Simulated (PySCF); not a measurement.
hydrogen (H2), SMILES [H][H].

Geometry: PBE0-D3(BJ)/def2-TZVPD.

Two levels are set side by side: TDDFT-PBE/def2-TZVPD (PySCF) and TDDFT-LC-ωPBE/def2-TZVPD (PySCF). Vertical, same geometry. The lowest singlet is HOMO→LUMO 96 % with PBE and HOMO→LUMO 100 % with the other functional; states are paired by order. Differences are taken from unrounded values.

| quantity | TDDFT-LC-ωPBE |
|---|---|
| lowest singlet excitation (eV) | 12.51 |
| lowest triplet excitation (TDA) (eV) | 10.19 |
| first bright state (f over 0.05) (eV) | 12.51 |
| its oscillator strength | 0.36 |

### Question
What does TDDFT-PBE give, and how far is it from TDDFT-LC-ωPBE? (The exact figures need the calculation; the answer reports its results.)

### Answer

```
quantity                               TDDFT-PBE  TDDFT-PBE minus TDDFT-LC-ωPBE
-------------------------------------  ---------  -----------------------------
lowest singlet excitation (eV)             11.95                          -0.56
lowest triplet excitation (TDA) (eV)        9.97                          -0.22
first bright state (f over 0.05) (eV)      11.95                          -0.56
its oscillator strength                     0.33                          -0.03
```

A lower first singlet is the usual sign of a functional without exact exchange. Differences between two approximate levels are no errors against the true value.
